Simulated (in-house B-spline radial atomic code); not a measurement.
Values are calculated unless marked as measured or tabulated.
## How size changes two electrons in a parabolic Ge dot with a donor at its centre

For Ge the NSM archive of the Ioffe Institute lists m_l = 1.6 m0, m_t = 0.08 m0 and ε = 16.2; the model takes one isotropic valley with the conductivity mass 3/(1/m_l + 2/m_t) = 0.117 m0, and so misses anisotropy and the other valleys. All triplets below are those of one valley; with several valleys two electrons can form a triplet in the 1s orbital itself, at an energy set by the valley splitting. Real donors also feel a central-cell potential, which shifts the ground state.

Effective-mass model with parabolic bands, a uniform dielectric constant, no image charges, no central-cell or spin-orbit terms. Two-electron levels come from full CI in B-splines with partial waves to l = 5 (up to 0.001 effective hartree above the limit).

Ha* = 12.13 meV, a* = 7.327 nm.

```json
{"ħω (meV)": "57.3", "s-p spacing (meV)": "68.8", "J_ss (meV)": "23.4", "charging energy, CI (meV)": "22.5", "gap to the lowest triplet, CI (meV)": "61.2", "leading natural occupation": "1.995"}
{"ħω (meV)": "32.8", "s-p spacing (meV)": "41.9", "J_ss (meV)": "18.4", "charging energy, CI (meV)": "17.4", "gap to the lowest triplet, CI (meV)": "36", "leading natural occupation": "1.992"}
{"ħω (meV)": "19.2", "s-p spacing (meV)": "26.7", "J_ss (meV)": "14.8", "charging energy, CI (meV)": "13.8", "gap to the lowest triplet, CI (meV)": "21.8", "leading natural occupation": "1.988"}
{"ħω (meV)": "7.67", "s-p spacing (meV)": "13.3", "J_ss (meV)": "10.8", "charging energy, CI (meV)": "9.67", "gap to the lowest triplet, CI (meV)": "9.69", "leading natural occupation": "1.978"}
{"ħω (meV)": "2.69", "s-p spacing (meV)": "7.22", "J_ss (meV)": "8.49", "charging energy, CI (meV)": "7.12", "gap to the lowest triplet, CI (meV)": "4.21", "leading natural occupation": "1.960"}
{"ħω (meV)": "0.547", "s-p spacing (meV)": "4.81", "J_ss (meV)": "7.64", "charging energy, CI (meV)": "5.88", "gap to the lowest triplet, CI (meV)": "1.28", "leading natural occupation": "1.920"}
{"ħω (meV)": "0.249", "s-p spacing (meV)": "4.61", "J_ss (meV)": "7.59", "charging energy, CI (meV)": "5.77", "gap to the lowest triplet, CI (meV)": "0.756", "leading natural occupation": "1.901"}
```

Q: With what end-to-end powers of ħω do the columns change between the first and last rows?

A: Spacing +0.50, J_ss +0.21, charging energy +0.25, triplet gap +0.81. In large dots the donor takes over: the spacing tends to 3/8 Ha* = 4.55 meV and the triplet gap to the binding of the second electron, 0.0278 Ha* = 0.337 meV, which it nears slowly.

Q: Where does repulsion overtake the orbital spacing, and what happens to the ratio of triplet gap to spacing?

A: J_ss passes the spacing between ħω = 7.67 and 2.69 meV. The ratio goes from 0.89 to 0.16, while the leading occupation goes from 1.995 to 1.901. The lowest triplet changes from sp to ss between 2.69 and 0.547 meV.
